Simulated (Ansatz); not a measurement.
CHF3O3S, charge +1, doublet, at a GFN2-xTB geometry (a state made from the parent by changing its charge; the spin is typed, not shown lowest). Base run: SVWN5/STO-3G (Ansatz, a quantum-chemistry and plane-wave program).

Ansatz was given this input:
Ansatz 0.2 input:
```yaml
crystal:
  periodic: [false, false, false]
  atoms:
    - {symbol: O, position_ang: [1.42906339, -0.49932130, -1.04534586]}
    - {symbol: S, position_ang: [0.90505429, 0.28501034, 0.15670556]}
    - {symbol: O, position_ang: [1.16163933, -0.32372850, 1.39506263]}
    - {symbol: O, position_ang: [0.77164013, 1.65504555, -0.09425011]}
    - {symbol: C, position_ang: [-1.07432920, -0.22561847, -0.07999974]}
    - {symbol: F, position_ang: [-1.66853787, 0.35043867, 0.90448257]}
    - {symbol: F, position_ang: [-1.39179447, 0.21908339, -1.24703928]}
    - {symbol: F, position_ang: [-1.03649164, -1.51888670, -0.00557957]}
    - {symbol: H, position_ang: [1.93777989, -1.31813850, -0.93779701]}
basis:
  gaussian:
    orbitals: STO-3G
hamiltonian:
  xc: {name: SVWN5}
total_charge: 1
magnetization: {spin_polarized: true, initial_magnetization: 1}
```

Variants of this job, named by their change:

```tsv
change	basis functions	E (Eh)
base	45	-943.80118
basis = 3-21G	78	-951.22697
basis = pcseg-0	78	-954.18127
basis = def2-SV(P)	118	-955.90439
basis = cc-pVDZ	121	-956.47345
basis = 6-31G*	126	-956.44546
basis = cc-pV(D+d)Z	126	-956.52648
basis = 6-31G**	129	-956.45106
basis = aug-cc-pVDZ	197	-956.52985
basis = pcseg-2	258	-956.79083
basis = pc-2	258	-956.80531
basis = def2-TZVP	260	-956.80260
basis = cc-pV(T+d)Z	263	-956.78776
```

Totals compare only among sets that treat the same electrons; sets with core potentials leave the core out.
